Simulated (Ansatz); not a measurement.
CH2AlBF2, SMILES `F[CH]1[BH][Al]1[F]`. Total charge 0; spin multiplicity 1.

Cartesian coordinates in Å:
```
F 0.831 -0.634 -1.951
C 0.363 -0.312 -0.725
B -0.498 0.821 -0.445
Al -0.400 0.172 1.426
F -0.067 -0.671 2.794
H 0.765 -1.066 -0.024
H -0.995 1.691 -1.074
```

Problem. Give the diagnostics of a CCSD(T)/def2-TZVPP run (frozen core, Ansatz 0.2.0). (Estimate.)

Solution. Ansatz gave: T1 = 0.0151, largest single amplitude 0.021, largest double 0.071, (T) share of the correlation energy 3.8 %, 12 CCSD cycles. The RHF solution is stable towards an unrestricted one. T1 lies under the customary mark of 0.02 for closed shells.
